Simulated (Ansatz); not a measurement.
A single point on C2H3BCl2 (`ClC1(Cl)BC1`).

```yaml
crystal:
  periodic: [false, false, false]
  atoms:
    - {symbol: Cl, position_ang: [0.879131, -0.970410, 1.805059]}
    - {symbol: C, position_ang: [-0.215631, -0.402843, 0.561587]}
    - {symbol: Cl, position_ang: [-1.796437, -1.158880, 0.576324]}
    - {symbol: B, position_ang: [-0.112832, 1.050883, 0.083070]}
    - {symbol: C, position_ang: [0.382458, -0.096137, -0.800147]}
    - {symbol: H, position_ang: [-0.304355, 2.196057, 0.298771]}
    - {symbol: H, position_ang: [1.450496, -0.268502, -0.910569]}
    - {symbol: H, position_ang: [-0.190729, -0.407268, -1.669994]}
basis:
  gaussian: {orbitals: def2-QZVPP}
correlation: {method: mp2}
```

```sh
$ ansatz run in.yaml --threads 2 --pin off --events-out ev --progress --plain --max-ram 4352MiB
```

It prints (some lines left out):

```
Functional definition: HF
2392 factors; integrals over basis functions are off by at most 8.2e-4 eV
mean field evaluation 1: about -27784.6057 eV, gradient 3.1e1 eV
mean field evaluation 2: about -27784.7883 eV, gradient 3.1e1 eV
mean field evaluation 4: about -27787.6493 eV, gradient 3.7e0 eV
mean field evaluation 8: about -27787.7186 eV, gradient 3.4e-1 eV
mean field -27787.71932585 eV, -1021.1798500325 hartree, gradient 7.5e-6 eV, S^2 0.000000; 0 other end points of the search recorded, 0 dependent functions left out
13 core orbitals not correlated: weight in the atoms' cores, before any rotation towards them, 1.000 or more for the frozen orbitals, at most 0.000 for the correlated occupied ones
reference -27787.71932585 eV, -1021.1798500325 hartree; 14, 14 occupied and 374, 374 virtual orbitals, 2392 factors
second order -23.53695838 eV of doubles, -0.00000000 eV of singles
Total energy: -27811.25628423 eV, -1022.0448172990 hartree
```

It took 26 s on 2 threads of an Arm Neoverse V1 on a shared host, with 2 GiB of host memory at the peak.
